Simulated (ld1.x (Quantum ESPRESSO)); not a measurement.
**Configuration tests for Co (Z = 27) (PAW)**

```json
{"Element": "cobalt", "Generator": "ld1.x (Quantum ESPRESSO) 7.5", "Type": "PAW", "Functional": "PBE", "Relativity": "scalar-relativistic", "Frozen core": "[Ar]", "Valence charge": "9", "Reference configuration": "3d7 4s2 4p0", "Partial waves": "4s (bound): rcut 1.95, rcutus 2.30 bohr; 4s channel at 0.4 Ry: rcut 1.95, rcutus 2.30 bohr; 4p (bound, empty): rcut 1.80, rcutus 2.25 bohr; 4p channel at 1.1 Ry: rcut 1.80, rcutus 2.25 bohr; 3d (bound): rcut 1.40, rcutus 1.65 bohr; 3d channel at 1.65 Ry: rcut 1.40, rcutus 1.65 bohr", "Local potential": "all-electron potential smoothed inside 1.35 bohr (lloc = -1)", "Core correction": "Bessel-smoothed model core inside 1.50 bohr", "Augmentation charge": "PSQ, inside the norm-conserving radii"}
```

Energies are relative to the spin-unpolarised reference configuration 3d7 4s2 4p0; without spin polarisation the order of configurations can differ from experiment. Not all tests gave a result: 1 of 7 tests not solved or not reliable.

Problem. Give the all-electron excitation energy and the error of the potential for: 3d7 4s1 4p0; 3d7 4s0 4p0; 3d6 4s0 4p0; 3d7 4s1.5 4p0; 3d7.5 4s1.5 4p0; 3d6 4s2 4p0.

Solution.

```json
{"valence configuration": "3d7 4s1 4p0", "charge": "+1", "ΔE all-electron (eV)": "9.030", "error AE − PS (meV)": "-3.2"}
{"valence configuration": "3d7 4s0 4p0", "charge": "+2", "ΔE all-electron (eV)": "25.816", "error AE − PS (meV)": "-11"}
{"valence configuration": "3d6 4s0 4p0", "charge": "+3", "ΔE all-electron (eV)": "61.686", "error AE − PS (meV)": "-248"}
{"valence configuration": "3d7 4s1.5 4p0", "charge": "+0.5", "ΔE all-electron (eV)": "3.602", "error AE − PS (meV)": "-0.9"}
{"valence configuration": "3d7.5 4s1.5 4p0", "charge": "0", "ΔE all-electron (eV)": "-0.960", "error AE − PS (meV)": "-23"}
{"valence configuration": "3d6 4s2 4p0", "charge": "+1", "ΔE all-electron (eV)": "15.182", "error AE − PS (meV)": "-178"}
```

Note: ghost state, extra bound levels that the all-electron valence spectrum of the same l lacks: s at -23.6 eV. A true bound ghost makes a file unfit for plane-wave use.
